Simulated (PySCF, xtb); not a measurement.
SSi, SMILES S=[Si] (connectivity only; charge and spin as stated), neutral, multiplicity 1.

GFN2-xTB in xtb 6.7.1 at its own geometry gives an orbital gap of 2.79 eV and a dipole moment of 4.40 D.

The structure is a stationary point at PBE-D3(BJ)/def2-TZVPD.

Problem. What does PySCF with r2SCAN/def2-TZVPD give? (An estimate is asked for; the answer gives what the named calculation found.)

Solution. gap 4.10 eV (levels -7.20 and -3.10 eV), dipole 1.64 D.
